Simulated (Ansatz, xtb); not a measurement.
**C4H6N2O2Si: which of two isomers lies lower**

Structure X: `O=C(O)c1nccn1[SiH3]`, a singlet. Structure Y: `O=C(O)c1cncn1[SiH3]`, a singlet. Both are isolated molecules in the gas phase, relaxed with PBE0-D3(BJ)/def2-SVP; the shapes shown needn't be the lowest conformers.

X (Å):

```yaml
atoms:
  - { symbol: C, position_ang: [-0.9241, 0.1991, -0.2680] }
  - { symbol: C, position_ang: [0.5144, 0.1786, -0.0200] }
  - { symbol: C, position_ang: [2.6278, 0.3005, -0.1026] }
  - { symbol: C, position_ang: [2.3083, -0.1452, 1.1667] }
  - { symbol: N, position_ang: [1.5001, 0.4976, -0.8294] }
  - { symbol: N, position_ang: [0.9438, -0.2242, 1.2211] }
  - { symbol: O, position_ang: [-1.7113, -0.1311, 0.6002] }
  - { symbol: O, position_ang: [-1.2886, 0.5938, -1.4759] }
  - { symbol: Si, position_ang: [-0.0681, -0.7459, 2.6240] }
  - { symbol: H, position_ang: [-2.2572, 0.5584, -1.4987] }
  - { symbol: H, position_ang: [3.6197, 0.4844, -0.5142] }
  - { symbol: H, position_ang: [2.9348, -0.4064, 2.0168] }
  - { symbol: H, position_ang: [-0.8058, -1.9981, 2.3302] }
  - { symbol: H, position_ang: [0.9958, -1.0413, 3.6327] }
  - { symbol: H, position_ang: [-0.9108, 0.3630, 3.1324] }
```

Y (Å):

```yaml
atoms:
  - { symbol: C, position_ang: [-0.0065, 0.9813, -0.3818] }
  - { symbol: C, position_ang: [0.3502, -0.3489, 0.0691] }
  - { symbol: C, position_ang: [0.4195, -1.5920, -0.5302] }
  - { symbol: C, position_ang: [0.9923, -1.8598, 1.4981] }
  - { symbol: N, position_ang: [0.8207, -2.5213, 0.3728] }
  - { symbol: N, position_ang: [0.7241, -0.5305, 1.3886] }
  - { symbol: O, position_ang: [0.0118, 1.9446, 0.3608] }
  - { symbol: O, position_ang: [-0.3520, 1.0572, -1.6646] }
  - { symbol: Si, position_ang: [0.8332, 0.7212, 2.6830] }
  - { symbol: H, position_ang: [-0.5652, 1.9862, -1.8410] }
  - { symbol: H, position_ang: [0.1960, -1.8394, -1.5674] }
  - { symbol: H, position_ang: [1.3160, -2.3033, 2.4405] }
  - { symbol: H, position_ang: [1.2825, -0.1151, 3.8370] }
  - { symbol: H, position_ang: [1.8777, 1.7276, 2.3761] }
  - { symbol: H, position_ang: [-0.4971, 1.2993, 2.9903] }
```

Energies in hartree; the thermal terms are from GFN2-xTB frequencies at re-optimised GFN2-xTB minima (ideal gas, soft modes damped towards free rotors, one conformer each, 298.15 K, 1 atm) and include the zero-point energy:

```
                              X           Y
E, CCSD(T)/def2-SVP  −703.542839  −703.547036
    E, MP2/def2-SVP  −703.451566  −703.453969
  E, MP2/def2-TZVPP  −704.344182  −704.346313
  zero-point energy     0.098140     0.098200
       H(298 K) − E     0.107722     0.107838
       G(298 K) − E     0.064658     0.064609
```

Question: Correct the CCSD(T) difference for the basis set by the MP2 change, then work out ΔE, ΔE₀, ΔH and ΔG for X → Y in kcal/mol (1 Eh = 627.51 kcal/mol) and the equilibrium ratio [Y]/[X].

Answer: 1. Differences Y − X: CCSD(T) −0.004197, MP2 in the small set −0.002403, MP2 in the large set −0.002131 Eh.
2. ΔE = −0.004197 + (−0.002131 − (−0.002403)) = −0.003925 Eh = −2.46 kcal/mol.
3. ΔE₀ = ΔE + ΔZPE = −0.003925 + (+0.000060) Eh = −2.43 kcal/mol.
4. ΔH = ΔE + (+0.000116) Eh = −2.39 kcal/mol.
5. ΔG = ΔE + (−0.000049) Eh = −2.49 kcal/mol, so ΔS = (ΔH − ΔG)/T = +1.5 J/(mol K).
6. kT = 0.9442 mEh, so K = [Y]/[X] = exp(−ΔG/kT) = exp(+4.21) ≈ 67.

Structure Y is favoured at this temperature. An error of 1 kcal/mol in ΔG would change K by a factor of 5.4. Mirror images and further conformers aren't counted.

As drawn, both hold the same kinds of bond in the same numbers.

Other levels gave ΔE = −2.2 (GFN2-xTB); −2.6 (HF/STO-3G, GFN2-xTB geometries); −2.0 (r2SCAN-D4/def2-SVP, GFN2-xTB geometries); −2.2 (PBE0-D3(BJ)/def2-SVP); −4.3 (HF/def2-SVP); −1.5 (MP2/def2-SVP); −2.6 (CCSD(T)/def2-SVP) kcal/mol. The correlated steps freeze 13 core orbitals. Programs: Ansatz 0.2.0, xtb 6.7.1.
